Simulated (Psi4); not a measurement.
HIn, triplet, geometry from GFN2-xTB (such geometries of metal compounds can be far from the true shape) (the spin is typed, not shown lowest) (core potentials on In); B3LYP5/def2-SVP in Psi4.

Input for Psi4:
```
memory 2 GB

molecule mol {
0 3
In   -0.000000   -0.000000   -0.039441
H     0.000000    0.000000    1.932616
}

set {
  basis def2-svp
  reference uks
  scf_type pk
  puream true
  d_convergence 1e-8
  dft_radial_points 99
  dft_spherical_points 590
}

energy('b3lyp5')
print_variables()
```

Q: Predict the main parts of the log of this Psi4 run.

A: 
```
   => Loading Basis Set <=

    Name: DEF2-SVP
    Role: ORBITAL
    Keyword: BASIS

    !!!  WARNING: ECP capability is in beta. Please check occupations closely.  !!!

         ---------------------------------------------------------
                                   SCF
               by Justin Turney, Rob Parrish, Andy Simmonett
                          and Daniel G. A. Smith
                              UKS Reference
         ---------------------------------------------------------

  ==> Geometry <==

    Molecular point group: c2v
    Full point group: C_inf_v

    Geometry (in Angstrom), charge = 0, multiplicity = 3:

       Center              X                  Y                   Z               Mass
    ------------   -----------------  -----------------  -----------------  -----------------
         IN           0.000000000000     0.000000000000    -0.017146572298   114.903878776000
         H            0.000000000000     0.000000000000     1.954910427702     1.007825032230

  Running in c2v symmetry.

  Rotational constants: A = ************  B =      4.33875  C =      4.33875 [cm^-1]
  Rotational constants: A = ************  B = 130072.57308  C = 130072.57308 [MHz]
  Nuclear repulsion =    5.635091391410087

  Charge       = 0
  Multiplicity = 3
  Electrons    = 22
  Nalpha       = 12
  Nbeta        = 10

  ==> Algorithm <==

  SCF Algorithm Type is PK.
  DIIS enabled.
  MOM disabled.
  Fractional occupation disabled.
  Guess Type is SAD.
  Energy threshold   = 1.00e-06
  Density threshold  = 1.00e-08
  Integral threshold = 1.00e-12

  ==> Primary Basis <==

  Basis Set: DEF2-SVP
    Blend: DEF2-SVP
    Number of shells: 13
    Number of basis functions: 31
    Number of Cartesian functions: 33
    Spherical Harmonics?: true
    Max angular momentum: 2

  Core potential: DEF2-SVP
    Number of shells: 4
    Number of ECP primitives: 18
    Number of ECP core electrons: 28
    Max angular momentum: 3

  ==> DFT Potential <==

   => LibXC <=

    Version 7.1.2
    S. Lehtola, C. Steigemann, M. J. T. Oliveira, and M. A. L. Marques,  SoftwareX 7, 1–5 (2018) (10.1016/j.softx.2017.11.002)

   => Composite Functional: B3LYP5 <=

    B3LYP5 Hyb-GGA Exchange-Correlation Functional

    P. J. Stephens, F. J. Devlin, C. F. Chabalowski, and M. J. Frisch,  J. Phys. Chem. 98, 11623 (1994) (10.1021/j100096a001)

    Deriv               =              1
    GGA                 =           TRUE
    Meta                =          FALSE

    Exchange Hybrid     =           TRUE
    MP2 Hybrid          =          FALSE

   => Exchange Functionals <=

    0.0800   Slater exchange
    0.7200         Becke 88

   => Exact (HF) Exchange <=

    0.2000               HF

   => Correlation Functionals <=

    0.1900   Vosko, Wilk & Nusair (VWN5)
    0.8100   Lee, Yang & Parr

   => LibXC Density Thresholds  <==

    XC_HYB_GGA_XC_B3LYP5:  1.00E-15

   => Molecular Quadrature <=

    Radial Scheme          =       TREUTLER
    Pruning Scheme         =           NONE
    Nuclear Scheme         =       TREUTLER

    Blocking Scheme        =         OCTREE
    BS radius alpha        =              1
    Pruning alpha          =              1
    Radial Points          =             99
    Spherical Points       =            590
    Total Points           =         109357
    Total Blocks           =            891
    Max Points             =            255
    Max Functions          =             31
    Weights Tolerance      =       1.00E-15

  ==> Integral Setup <==

  Using in-core PK algorithm.
   Calculation information:
      Number of atoms:                   2
      Number of AO shells:              13
      Number of primitives:             28
      Number of atomic orbitals:        33
      Number of basis functions:        31

      Integral cutoff                 1.00e-12
      Number of threads:                 1

  Performing in-core PK
  Using 246512 doubles for integral storage.
  We computed 4186 shell quartets total.
  Whereas there are 4186 unique shell quartets.

  ==> DiskJK: Disk-Based J/K Matrices <==

    J tasked:                  Yes
    K tasked:                  Yes
    wK tasked:                  No
    Schwarz Cutoff:          1E-12

  Minimum eigenvalue in the overlap matrix is 3.6340365646E-02.
  Reciprocal condition number of the overlap matrix is 1.1309511843E-02.
    Using symmetric orthogonalization.

  ==> Pre-Iterations <==

  SCF Guess: Superposition of Atomic Densities via on-the-fly atomic UHF (no occupation information).

   -------------------------
    Irrep   Nso     Nmo
   -------------------------
     A1        15      15
     A2         2       2
     B1         7       7
     B2         7       7
   -------------------------
    Total      31      31
   -------------------------

  ==> Iterations <==

                        Total Energy        Delta E     RMS |[F,P]|

   @UKS iter SAD:  -189.71407527606542   -1.89714e+02   0.00000e+00
   @UKS iter   1:  -190.58170359977413   -8.67628e-01   1.34236e-02 ADIIS/DIIS
   @UKS iter   2:  -190.60222946028244   -2.05259e-02   1.09697e-02 ADIIS/DIIS
   @UKS iter   3:  -190.61889079228177   -1.66613e-02   8.63425e-04 ADIIS/DIIS
   @UKS iter   4:  -190.61914501318182   -2.54221e-04   3.87297e-04 ADIIS/DIIS
   @UKS iter   5:  -190.61925291850241   -1.07905e-04   1.78380e-04 ADIIS/DIIS
   @UKS iter   6:  -190.61927173599727   -1.88175e-05   1.95091e-05 DIIS
   @UKS iter   7:  -190.61927220024907   -4.64252e-07   5.03300e-06 DIIS
   @UKS iter   8:  -190.61927221981674   -1.95677e-08   5.30480e-07 DIIS
   @UKS iter   9:  -190.61927221998786   -1.71127e-10   3.14162e-08 DIIS
   @UKS iter  10:  -190.61927221998820   -3.41061e-13   1.94625e-09 DIIS
  Energy and wave function converged.

  ==> Post-Iterations <==

   Electrons on quadrature grid:
      Nalpha   =   11.9999999938 ; deviation = -6.196e-09
      Nbeta    =   10.0000000015 ; deviation = 1.485e-09
      Ntotal   =   21.9999999953 ; deviation = -4.711e-09

   @Spin Contamination Metric:   9.790414605E-03
   @S^2 Expected:                2.000000000E+00
   @S^2 Observed:                2.009790415E+00
   @S   Expected:                1.000000000E+00
   @S   Observed:                1.000000000E+00

    Orbital Energies [Eh]
    ---------------------

    Alpha Occupied:

       1A1    -4.672774     1B2    -3.078499     2A1    -3.074407
       1B1    -3.069050     3A1    -0.766852     2B2    -0.764084
       1A2    -0.759049     4A1    -0.755992     2B1    -0.755728
       5A1    -0.405341     6A1    -0.273581     3B1    -0.128215

    Alpha Virtual:

       3B2    -0.082127     7A1     0.007546     8A1     0.134596
       9A1     0.160160     4B1     0.173179     4B2     0.176398
       5B1     0.313911     5B2     0.317229     2A2     0.325542
      10A1     0.328396    11A1     0.418664    12A1     0.556547
       6B2     1.420884     6B1     1.422411    13A1     1.697378
       7B2    15.830996     7B1    15.836548    14A1    16.070940
      15A1    60.868816

    Beta Occupied:

       1A1    -4.669794     1B2    -3.076911     2A1    -3.072327
       1B1    -3.064617     3A1    -0.762637     2B2    -0.761158
       1A2    -0.753783     2B1    -0.749802     4A1    -0.749235
       5A1    -0.348351

    Beta Virtual:

       6A1    -0.159327     3B2    -0.068848     3B1    -0.047382
       7A1     0.044031     8A1     0.144810     9A1     0.180112
       4B2     0.182631     4B1     0.198650     5B2     0.332533
       5B1     0.350730     2A2     0.357110    10A1     0.357272
      11A1     0.449054    12A1     0.624699     6B2     1.504314
       6B1     1.508003    13A1     1.771418     7B2    15.833606
       7B1    15.844205    14A1    16.074960    15A1    60.861288

    Final Occupation by Irrep:
             A1    A2    B1    B2
    DOCC [     5,    1,    2,    2 ]
    SOCC [     1,    0,    1,    0 ]
    NA   [     6,    1,    3,    2 ]
    NB   [     5,    1,    2,    2 ]

  @UKS Final Energy:  -190.61927221998820

   => Energetics <=

    Nuclear Repulsion Energy =              5.6350913914100866
    One-Electron Energy =                -346.3062755670367778
    Two-Electron Energy =                 163.8281643346510634
    DFT Exchange-Correlation Energy =     -13.7762523790125631
    Empirical Dispersion Energy =           0.0000000000000000
    VV10 Nonlocal Energy =                  0.0000000000000000
    Total Energy =                       -190.6192722199882041

  UHF NO Occupations:
  HONO-2 :    5 A1 1.9952821
  HONO-1 :    3 B1 1.0000000
  HONO-0 :    6 A1 1.0000000
  LUNO+0 :    7 A1 0.0047179
  LUNO+1 :    8 A1 0.0000701
  LUNO+2 :    4 B1 0.0000466
  LUNO+3 :    3 B2 0.0000347

Computation Completed

Properties will be evaluated at   0.000000,   0.000000,   0.000000 [a0]

Properties computed using the SCF density matrix

 Multipole Moments:

 ------------------------------------------------------------------------------------
     Multipole            Electronic (a.u.)      Nuclear  (a.u.)        Total (a.u.)
 ------------------------------------------------------------------------------------

 L = 1.  Multiply by 2.5417464519 to convert [e a0] to [Debye]
 Dipole X            :          0.0000000            0.0000000            0.0000000
 Dipole Y            :          0.0000000            0.0000000            0.0000000
 Dipole Z            :         -3.1175924            3.0137965           -0.1037960
 Magnitude           :                                                    0.1037960

 ------------------------------------------------------------------------------------

  Variable Map:
  ----------------------------------------------------------------------------
  "CURRENT ENERGY"              =>    -190.619272219988
  "CURRENT REFERENCE ENERGY"    =>    -190.619272219988
  "DD SOLVATION ENERGY"         =>       0.000000000000
  "DFT FUNCTIONAL TOTAL ENERGY" =>    -190.619272219988
  "DFT TOTAL ENERGY"            =>    -190.619272219988
  "DFT VV10 ENERGY"             =>       0.000000000000
  "DFT XC ENERGY"               =>     -13.776252379013
  "GRID ELECTRONS ALPHA"        =>      11.999999993804
  "GRID ELECTRONS BETA"         =>      10.000000001485
  "GRID ELECTRONS TOTAL"        =>      21.999999995289
  "NUCLEAR REPULSION ENERGY"    =>       5.635091391410
  "ONE-ELECTRON ENERGY"         =>    -346.306275567037
  "PCM POLARIZATION ENERGY"     =>       0.000000000000
  "PE ENERGY"                   =>       0.000000000000
  "SCF ITERATION ENERGY"        =>    -190.619272219988
  "SCF ITERATIONS"              =>      10.000000000000
  "SCF TOTAL ENERGY"            =>    -190.619272219988
  "TWO-ELECTRON ENERGY"         =>     163.828164334651
  "XC GRID RADIAL POINTS"       =>      99.000000000000
  "XC GRID SPHERICAL POINTS"    =>     590.000000000000
  "XC GRID TOTAL POINTS"        =>  109357.000000000000

  Array Variable Map:
  ----------------------------------------------------------------------------
  "CURRENT DIPOLE"              =>       0.000000000000 ... -0.103795961877 1 by 3
  "SCF DIPOLE"                  =>       0.000000000000 ... -0.103795961877 1 by 3
  "SCF TOTAL ENERGIES"          =>    -189.714075276065 ... -190.619272219988 1 by 11
```
